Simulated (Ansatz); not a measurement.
`F[SiH2]OP` + H₂ → `[SiH3]OP` + H–F at 298.15 K and 1 bar (hydrogenolysis of the Si–F bond).

Program: Ansatz. Geometries: PBE0-D4/def2-TZVP. ΔE: electronic, gas phase. CCSD(T)/CBS adds triple-zeta CCSD(T) − MP2 to the extrapolated MP2 energy (def2 sets, frozen cores). This one scheme is used for every species. Each species was taken in one conformer, which may not be the lowest.

```
    species  CCSD(T)/CBS energy (Eh)  H − E (kJ/mol)  S (J/(mol·K))
`F[SiH2]OP`               -807.49610           131.3          333.6
         H₂                 -1.17544            35.1          130.4
 `[SiH3]OP`               -708.22479           141.5          324.8
        H–F               -100.39570            33.5          173.6
```

H − E and S are ideal-gas, rigid-rotor, harmonic terms from PBE0-D4/def2-TZVP, for one conformer and one mirror image of each species. The MP2-based limit puts H₂ 0.8 mEh under its directly extrapolated value; such offsets cancel only in part. 1 Eh = 2625.50 kJ/mol, R = 8.31446 J/(mol·K).

Question: By hand: ΔE, ΔH, ΔS and ΔG.

Answer: ΔE = (-708.22479) + (-100.39570) − (-807.49610) − (-1.17544) = 0.05105 Eh = 134.0 kJ/mol. Δ(H − E) = 141.5 + 33.5 − 131.3 − 35.1 = 8.6, so ΔH = 142.6 kJ/mol. ΔS = 324.8 + 173.6 − 333.6 − 130.4 = 34.4 J/(mol·K). ΔG = 142.6 − 298.15 × (34.4)/1000 = 132.3 kJ/mol.

Question: By hand: the equilibrium constant, and the temperature at which ΔG would vanish if ΔH and ΔS stayed fixed.

Answer: log₁₀ K = −ΔG/(RT ln 10) = -23.2. ΔG = 0 at ΔH/ΔS = 4145 K, far beyond where these terms or the molecules hold.

ΔH outweighs TΔS. A doubt of 5 kJ/mol in ΔE shifts log₁₀ K by 0.9 here. Other conformers and mirror images would add mixing entropy, several J/(mol·K) or more a flexible species. Modes under 60 cm⁻¹, often nearly free rotors, make the harmonic entropy too high. These are equilibria of isolated gas molecules and say nothing of rates. Largest T1 diagnostic: 0.013 (customary marks: 0.02 for closed shells, 0.045 for open ones).
